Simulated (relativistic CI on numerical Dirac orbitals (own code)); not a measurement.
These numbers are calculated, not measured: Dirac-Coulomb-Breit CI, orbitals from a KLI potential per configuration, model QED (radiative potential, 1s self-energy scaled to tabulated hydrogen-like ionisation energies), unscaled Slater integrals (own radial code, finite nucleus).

CI space (outside the closed core 1s2): 2s2.2p5, 2s.2p6, 2p6.3s, 2p6.3p, 2p6.3d, 2s2.2p4.3s, 2s2.2p4.3p, 2s2.2p4.3d, 2s.2p5.3s, 2s.2p5.3p, 2s.2p5.3d, 2s2.2p4.4s, 2s2.2p4.4p, 2s2.2p4.4d, 2s2.2p4.4f, 2s.2p5.4s, 2s.2p5.4p, 2s2.2p3.3s2, 2s.2p5.4d, 2s.2p5.4f, 2s2.2p3.3s.3p, 2s2.2p4.5s, 2s2.2p4.5p, 2s2.2p4.5d, 2s2.2p4.5f, 2s2.2p4.5g, 2s2.2p3.3s.3d, 2s2.2p3.3p2, 2s2.2p3.3p.3d, 2s.2p4.3s2, 2s2.2p3.3d2, 2s.2p4.3s.3p, 2s.2p4.3s.3d, 2s.2p4.3p2, 2s.2p5.5s, 2s.2p5.5p. Levels of other configurations are missing.

At this charge energies of transitions that change n are usually good to better than 1 %, and those within a shell (Δn = 0) to a few per cent.

Outline of the computed level scheme of Cs XLVII. Lowest level of each configuration: 2s2.2p5 2P°_3/2 at 0.00 eV; 2s.2p6 2S_1/2 at 677.58 eV; 2s2.2p4.3s 4P_5/2 at 4497.13 eV; 2s2.2p4.3p 4P°_3/2 at 4585.29 eV; 2s2.2p4.3d 4D_3/2 at 4786.79 eV; 2s.2p5.3s 4P°_5/2 at 5133.12 eV.

Some strong electric-dipole decays among the lowest 45 levels: 2s2.2p4.3d 2P_3/2 → 2s2.2p5 2P°_3/2 (4.5e+14 s⁻¹); 2s2.2p4.3d 2D_5/2 → 2s2.2p5 2P°_3/2 (4.2e+14 s⁻¹); 2s2.2p4.3d 2D_5/2 → 2s2.2p5 2P°_3/2 (3.1e+14 s⁻¹); 2s2.2p4.3d 2P_1/2 → 2s2.2p5 2P°_3/2 (2.4e+14 s⁻¹); 2s2.2p4.3d 4F_5/2 → 2s2.2p5 2P°_3/2 (1.5e+14 s⁻¹); 2s2.2p4.3d 2D_3/2 → 2s2.2p5 2P°_3/2 (7.6e+13 s⁻¹); 2s2.2p4.3s 2P_3/2 → 2s2.2p5 2P°_3/2 (5.9e+13 s⁻¹); 2s2.2p4.3d 4P_1/2 → 2s2.2p5 2P°_3/2 (5.3e+13 s⁻¹).

LS names give the leading component of a level, which can be under half, so a name can repeat, a term be missing and a line seem to break the LS rules.
